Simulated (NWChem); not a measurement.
System: SnS, singlet; SMILES [S]=[Sn]

Computed with NWChem. Low-valent species are run as closed-shell singlets; no triplet was tried in these runs. The geometry was optimised at PBE0/def2-SVP (def2 core potentials past Kr).

For level TPSS/3-21G, non-relativistic:

| Item | Value |
|---|---|
| highest occupied level (eV) | -6.42 |
| orbital gap (eV) | 3.25 |
| dipole (D) | 3.46 |

Q: What are these values for level TPSS/STO-3G, non-relativistic?

A: 
| Property | Value |
|---|---|
| highest occupied level (eV) | -2.56 |
| orbital gap (eV) | 3.48 |
| dipole (D) | 0.65 |
